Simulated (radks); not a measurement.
Q: These are the eigenvalues of the occupied orbitals of an atom or ion with whole-number occupations (hartree). All-electron calculation, non-relativistic Kohn-Sham, LDA (Slater exchange, Perdew-Wang correlation), spin-unpolarised, spherical densities, point nucleus. Program: a radial shooting solver on a logarithmic mesh with Libxc functionals.

orbital  eigenvalue
1s        -2276.184
2s        -543.5559
2p        -536.9807

Which element is it, and in what charge state? The configuration may be excited.

A: Z = 69, thulium, charge +64: Tm64+ in [He] 2s2 2p1. The list shows which subshells hold electrons but not how many an open one holds; the 1s level, -2276.2 hartree, gives Z - s = 67.5 by -(Z - s)^2/2, which with screening narrows Z to a few neighbours, and the depths of the outer levels then fix element, charge and occupations together.
